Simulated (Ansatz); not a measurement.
The cluster Mg3Te3. Charge 0, multiplicity 1. Geometry PBE0-D4/def2-SVP, basis def2-TZVP, Ansatz.

```csv
atom,x (Å),y (Å),z (Å)
Mg1,0.126,-1.540,-0.595
Mg2,-0.418,2.385,-0.528
Mg3,-0.986,0.434,1.426
Te4,1.498,0.546,-1.829
Te5,1.949,0.018,0.889
Te6,-2.168,-1.843,0.637
```

| run | HOMO (eV) | LUMO (eV) |
| --- | --- | --- |
| A | -4.67 | -3.21 |
| B | -5.38 | -2.55 |
| C | -7.31 | -0.85 |
| D | -4.78 | -3.14 |
| E | -5.04 | -2.88 |

In the def2 sets Te takes a core potential; there is no spin–orbit coupling. LC-ωPBE has ω = 0.4 bohr⁻¹. Another isomer (singlet) lies 1.98 eV lower at PBE0-D4/def2-TZVP; other spin states weren't run for this one.

**Question.** The runs used LC-ωPBE, PBE, PBE0, r2SCAN, r2SCANh. Estimate which is which.

**Answer.** A PBE (0 % exact exchange); B PBE0 (25 % exact exchange); C LC-ωPBE (range-separated); D r2SCAN (0 % exact exchange); E r2SCANh (10 % exact exchange). Exact exchange lowers occupied and raises empty levels; among semilocal functionals meta-GGAs tend to open the gap a little, and such runs are hard to tell apart. The gap grows from 1.46 eV (PBE) to 6.46 eV (LC-ωPBE). The restricted singlet is unstable towards broken spin symmetry in Hartree–Fock (as tested in another run); at PBE-D4/def2-TZVP, PBE0-D4/def2-TZVP, LC-ωPBE/def2-TZVP, r2SCAN-D4/def2-TZVP and others this wasn't settled.
